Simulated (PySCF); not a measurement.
Electronic structure of Si⁻ (silicon, charge -1) at the UHF level

Configuration: [Ne] 3s2 3p3, high-spin 4S determinant. All numbers are calculated (PySCF 2.14, scalar relativity by spin-free X2C-1e, in aug-cc-pCVTZ-DK).

```json
{"Total energy": "-289.490353 hartree", "One-electron energy": "-404.9140 hartree", "Hartree (Coulomb) energy": "135.9439 hartree", "Exchange energy": "-20.5202 hartree", "⟨S²⟩": "3.7508", "⟨L²⟩": "0.000", "Sum of ⟨r⟩": "18.89 bohr", "Sum of ⟨r²⟩": "54.78 bohr²", "Langevin diamagnetic susceptibility": "-43.4 ×10⁻⁶ cm³/mol"}
```

```tsv
shell	electrons	mean orbital energy (hartree)	rms radius, mean of both spins (bohr)
1s α	1	-68.72402	0.129
1s β	1	-68.71345	0.129
2s α	1	-5.92986	0.612
2s β	1	-5.91874	0.612
2p α	3	-4.00933	0.599
2p β	3	-3.98619	0.599
3s α	1	-0.40239	2.51
3s β	1	-0.20670	2.51
3p α	3	-0.06167	3.62
```

Densities and radii are taken from the X2C orbitals without a picture-change correction, which distorts them close to the nucleus.

Spin-orbit constants ζ (cm⁻¹) from the X2C one-electron operator on these orbitals: bare nucleus, nucleus screened by l(l+1)(2l+1)/3 electrons, and screened by the Breit-Pauli mean field of the electrons.

```tsv
shell	bare	screened nucleus	mean field
2p	3873	3320	3069
3p	123.3	105.7	95.10
```
